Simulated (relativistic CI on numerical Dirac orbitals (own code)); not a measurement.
Ag⁴⁺: 4d valence photoemission

Computed with this model: Dirac-Coulomb-Breit CI, orbitals from a KLI potential per configuration, model QED (radiative potential, 1s self-energy scaled to tabulated hydrogen-like ionisation energies), multiplet model of photoemission in the sudden approximation, unscaled Slater integrals; configurations [Kr] 4d7 → [Kr] 4d6; 300 K; Lorentzian 0.42 eV and Gaussian 0.5 eV FWHM. Energies are those of the free ion, without screening or charge transfer. The energies are binding energies and can lie tens of eV above those of solids. S is read from ⟨S²⟩ = S(S + 1).

Field parameters in Wybourne normalisation: Oh B⁴₀ = 21Dq, B⁴₄ = √(5/14) B⁴₀. The field is a parameter set, without covalency.

free ion: ground-state S = 1.48, centroid 67.58 eV. Peaks (eV, height): 65.4 (76), 68.4 (100), 73.2 (9).

Oh, 10Dq = 7250 cm⁻¹: ground-state S = 1.49, centroid 67.66 eV. Peaks (eV, height): 65.7 (100), 68.1 (73), 68.6 (75), 73.7 (7).

Oh, 10Dq = 20000 cm⁻¹: ground-state S = 1.43, centroid 67.79 eV. Peaks (eV, height): 66.1 (100), 67.0 (53), 69.6 (51).

Oh, 10Dq = 32750 cm⁻¹: ground-state S = 0.57, centroid 67.89 eV. Peaks (eV, height): 64.8 (44), 67.2 (100), 68.4 (97), 70.3 (32).

Strongest unbroadened transitions for Oh, 10Dq = 7250 cm⁻¹:

```
Energy (eV)  Relative strength
      65.57               69.8
      65.65               87.4
      65.68               98.3
      65.88               21.4
      65.92               10.5
      67.88              100.0
      67.95               25.4
      68.11               31.4
      68.42               31.1
      68.43               34.8
      68.64               12.9
      68.70               13.1
      68.74               67.5
      68.97               22.7
      69.09                9.2
      69.20               11.2
      69.24               46.6
      73.58                9.6
```
